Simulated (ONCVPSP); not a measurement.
Nb (Z = 41): excitation energies, all-electron against ONCV

Nb, optimised norm-conserving Vanderbilt (ONCV), made with ONCVPSP 4.0.1 (PBEsol, non-relativistic). Core [Ar] 3d10, reference 4s2 4p6 4d4 5s1. Waves: 4s+5s: rc 2.25 bohr, ncon 4, nbas 9, qcut 6.4 1/bohr, 2 projectors; 4p: rc 1.70 bohr, ncon 3, nbas 7, qcut 8.2 1/bohr, 1 projector; 4d: rc 1.70 bohr, ncon 3, nbas 8, qcut 10.6 1/bohr, local. Local part: the d channel. Core correction: none.

Energies are relative to the spin-unpolarised reference configuration 4s2 4p6 4d4 5s1; without spin polarisation the order of configurations can differ from experiment.

| valence configuration | charge | ΔE all-electron (eV) | error AE − PS (meV) |
| --- | --- | --- | --- |
| 4s2 4p6 4d3 5s0 | +2 | 20.546 | +0.3 |
| 4s2 4p6 4d2 5s0 | +3 | 45.584 | +5.2 |
| 4s2 4p6 4d4 5s0.5 | +0.5 | 2.502 | -0.2 |

Problem. What are ΔE and the potential's error for 4s2 4p6 4d4 5s0?

Solution. ΔE = 6.313 eV all-electron; the error (AE − PS) is -0.8 meV.

Levels in the configuration 4s2 4p6 4d4 5s0:

```json
{"level": "4s", "all-electron (eV)": "-61.651", "pseudo (eV)": "-61.670"}
{"level": "4p", "all-electron (eV)": "-40.251", "pseudo (eV)": "-40.259"}
{"level": "4d", "all-electron (eV)": "-9.438", "pseudo (eV)": "-9.437"}
```
